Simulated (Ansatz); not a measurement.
Basis-set series for `[SiH3][O][Ge]([Cl])([Cl])[Cl]`. Total charge 0; spin multiplicity 1. The structure was optimised at the PBE0-D4/def2-TZVP level. It is one conformer, not always the lowest.

```xyz
9

Si    0.4582    1.1248   -1.0959
O     0.4879   -0.3576   -0.3634
Ge   -0.3355   -1.1209    0.9559
Cl    0.0003   -0.0318    2.7442
Cl    0.4322   -3.0779    1.1428
Cl   -2.4186   -1.1892    0.5649
H     1.4691    1.0811   -2.1767
H     0.7966    2.1845   -0.1131
H    -0.8901    1.3869   -1.6586
```

| functional | basis | functions | energy (Eh) | HOMO (eV) | LUMO (eV) |
| --- | --- | --- | --- | --- | --- |
| PBE0-D4 | def2-TZVPP | 289 | -3823.50113 | -9.31 | -1.75 |
| PBE0-D4 | def2-QZVPP | 516 | -3823.60092 | -9.33 | -1.83 |
| ωB97M-V | def2-TZVPP | 289 | -3824.18832 | -11.61 | 0.32 |
| ωB97M-V | def2-QZVPP | 516 | -3824.28355 | -11.63 | 0.17 |

(1) Give the rows for def2-SVP. (Estimate.)

Answers

(1) Ansatz gave: 
```tsv
functional	basis	functions	energy (Eh)	HOMO (eV)	LUMO (eV)
PBE0-D4	def2-SVP	133	-3822.55952	-9.25	-1.53
ωB97M-V	def2-SVP	133	-3823.25168	-11.49	0.67
```

Positive LUMOs are unbound and depend on the basis. Scalar relativity is left out up to krypton.
